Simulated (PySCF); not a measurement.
**Working out the excitation energy of C⁺**

C⁺ [He] 2s2 2p1 (2P) → C⁺ [He] 2s1 2p1 3s1 (4P). All numbers are calculated (PySCF 2.14, the non-relativistic Hamiltonian (point nucleus), in aug-cc-pwCVDZ (5s4p2d, 27 functions)). Frozen: nothing. Energies in hartree (1 hartree = 27.21139 eV):

| part | C⁺ (lower) | C⁺ (upper) |
| --- | --- | --- |
| UHF | -37.290765 | -36.595934 |
| CCSD correlation | -0.097927 | -0.038802 |
| (T) | -0.000965 | -0.000101 |

Question: What does Hartree-Fock give?

Answer: (-36.595934) − (-37.290765) = 0.694831 hartree = 18.907 eV.

Question: What do CCSD and CCSD(T) give?

Answer: The CCSD correlation energies differ by 0.059125 hartree = 1.609 eV and the triples by 0.000864 hartree = 0.024 eV, so CCSD gives 20.516 eV and CCSD(T) 20.540 eV.

A double-zeta basis recovers only part of the correlation energy.
